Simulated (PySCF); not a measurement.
**SMILES [H]B([H])CCC, C$_{3}$H$_{9}$B**

Geometry:
| atom | x (Å) | y (Å) | z (Å) |
| --- | --- | --- | --- |
| B1 | 1.011 | 1.700 | 0.749 |
| H2 | 2.180 | 1.720 | 0.769 |
| H3 | 0.423 | 2.704 | 0.629 |
| C4 | 0.231 | 0.335 | 0.808 |
| C5 | -0.089 | -0.116 | -0.633 |
| C6 | -0.856 | -1.433 | -0.652 |
| H7 | -0.720 | 0.421 | 1.338 |
| H8 | 0.799 | -0.465 | 1.286 |
| H9 | 0.844 | -0.232 | -1.190 |
| H10 | -0.678 | 0.656 | -1.132 |
| H11 | -1.802 | -1.332 | -0.124 |
| H12 | -1.065 | -1.737 | -1.676 |
| H13 | -0.278 | -2.219 | -0.171 |

Level of theory: GIAO PBE/def2-SVP magnetisability, rotational g tensor and spin-rotation constants, non-relativistic, gas phase (PySCF 2.14.0). Geometry: GFN2-xTB.

Q: Give the nuclear spin-rotation constants along the inertial axes (H = +C I·J) beside the isotropic shieldings.

A: Rotational constants 23.4601, 3.8784, 3.6514 GHz. A star marks the isotopologue with that one atom substituted, in its own axes.
| atom | isotope | Caa (kHz) | Cbb (kHz) | Ccc (kHz) | mean (kHz) | σ (ppm) |
| --- | --- | --- | --- | --- | --- | --- |
| B1 | 11B | 8.548 | 0.795 | 1.770 | 3.704 | 22.7 |
| H2 | 1H | -0.844 | -0.361 | 0.282 | -0.308 | 23.2 |
| H3 | 1H | -1.276 | -0.281 | 0.270 | -0.429 | 23.3 |
| H7 | 1H | -2.273 | -0.264 | -0.069 | -0.868 | 29.7 |
| H8 | 1H | -2.325 | -0.215 | -0.091 | -0.877 | 29.6 |
| H9 | 1H | -2.496 | -0.279 | -0.080 | -0.952 | 30.7 |
| H10 | 1H | -2.464 | -0.250 | -0.102 | -0.939 | 30.5 |
| H11 | 1H | -2.505 | -0.281 | -0.079 | -0.955 | 30.6 |
| H12 | 1H | -1.031 | -0.150 | -0.408 | -0.530 | 30.3 |
| H13 | 1H | -2.514 | -0.246 | -0.111 | -0.957 | 30.7 |
| C4 | 13C* | 3.471 | 0.482 | 0.725 | 1.560 | 158.2 |
| C5 | 13C* | 3.312 | 0.485 | 0.424 | 1.407 | 177.2 |
| C6 | 13C* | 2.784 | 0.541 | 0.525 | 1.283 | 172.1 |

For the geometry as given, no vibrational averaging.
